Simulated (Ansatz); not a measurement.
Species: CH$_{4}$BO, charge 0, doublet. CH4BO (SMILES C[B]O, doublet).
B3LYP-D3(BJ)/def2-TZVP minimum from Ansatz (a program for electronic structure):
```
C
H 1 1.0930
H 1 1.0930 2 106.18
H 1 1.0989 2 108.31 3 -116.14
B 1 1.5619 2 110.37 3 119.62
O 5 1.3361 1 128.24 2 121.47
H 6 0.9726 5 116.13 1 0.00
```
Charge 0, spin multiplicity 2.

Wanted: atomisation energy (electronic, to ground-state atoms), in kJ/mol. Radicals and triplets start from unrestricted determinants; spin-orbit coupling is neglected. CBS(X,Y): correlation extrapolated as X^-3, Hartree-Fock from the larger set. A bracket is a step between two methods taken in the basis named. Functionals run without relativity, which enters their misses. 'core' is core correlation in cc-pwCVTZ, 'X2C' scalar relativity in cc-pVTZ-DK, both at CCSD(T). For partners of very few electrons the exact lower level stands in for a higher one.

CCSD(T)/CBS(cc-pVTZ,cc-pVQZ) + [CCSDT(Q) - CCSD(T)]/cc-pVDZ + core + X2C (Ansatz) gives 2643.7 kJ/mol.

Q: How far off this value is PBE/def2-TZVPD (Ansatz), in which direction, and which of these levels come nearer: B3LYP/def2-TZVPD, wB97M-V/def2-TZVPD, CCSD(T)/CBS(cc-pVTZ,cc-pVQZ) + core + X2C?

A: PBE gives 2699.4 kJ/mol, 55.7 kJ/mol above it. Differences of the others: B3LYP/def2-TZVPD (Ansatz) -6.6; wB97M-V/def2-TZVPD (Ansatz) -1.0; CCSD(T)/CBS(cc-pVTZ,cc-pVQZ) + core + X2C (Ansatz) -2.2 kJ/mol. Nearer than PBE: B3LYP/def2-TZVPD, wB97M-V/def2-TZVPD, CCSD(T)/CBS(cc-pVTZ,cc-pVQZ) + core + X2C.
